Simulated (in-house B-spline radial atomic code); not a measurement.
## BHandHLYP excitations of the antimony ion Sb³⁺

Method: BHandHLYP. Computed with a B-spline radial code for spherical atoms: linear response of the closed shell [Kr] 4d10 5s2 with the functional's adiabatic kernel; scalar-relativistic (spin-free one-electron X2C), finite nucleus, no spin-orbit coupling, no double excitations, S, P, D and F terms only; shells from n = 3 respond. Only terms of natural parity with L up to 3 were computed.

Command:
```bash
python run_td.py task.json out
```
Settings (radii: box in bohr, nucleus in fm):
```
Z                        51
electrons                48
configuration            [Kr] 4d10 5s2
hamiltonian              x2c
method                   bhandhlyp
box_radius               23.08
rms_radius               4.6802
intervals                72
```

Run time, properties included: 1.5 s on 1 thread of Intel(R) Xeon(R) 6975P-C (Granite Rapids) (shared host).

The lowest states, in the order of their Tamm-Dancoff energies; the method's threshold (minus the highest occupied level) is 40.93 eV. Labels give the largest channel, * marks a mixed state, and oscillator strengths are full-response dipole values. Semilocal kernels can invert the small singlet-triplet splittings of Rydberg terms. Energies in eV:

```csv
state,full response,Tamm-Dancoff,oscillator strength
5s → 5p 3P,8.177,8.351,-
5s → 5p 1P,11.655,12.120,1.61
5s → 5d 3D,21.566,21.577,-
5s → 5d 1D,22.390,22.411,-
5s → 6s 3S,22.820,22.825,-
5s → 6s 1S,23.465,23.498,-
5s → 6p 3P,?,?,-
5s → 6p 1P,?,?,?
5s → 4f 3F,27.477,27.497,-
5s → 4f 1F,27.972,27.977,-
5s → 6d 3D,30.68,30.69,-
5s → 6d 1D,30.87,30.88,-
5s → 7s 3S,30.90,30.90,-
5s → 7s 1S,31.11,31.12,-
5s → 7p 3P,32.33,32.34,-
5s → 7p 1P,32.43,32.44,0.0287
```

Question: Where does 5s → 6p 3P lie?

Answer: At 26.191 eV in full response, 26.201 eV in Tamm-Dancoff.

Question: Where does 5s → 6p 1P lie?

Answer: At 26.432 eV in full response, 26.471 eV in Tamm-Dancoff, oscillator strength 0.0301.

Question: How large is the singlet-triplet splitting of 5s → 5p (P terms) in Tamm-Dancoff?

Answer: 3.77 eV, from the unrounded values.

Question: What polarisabilities and dispersion coefficient does the method give?

Answer: Dipole 10.89 bohr³, quadrupole 29.89 bohr⁵, C6 52.39 hartree·bohr⁶ for two such species.
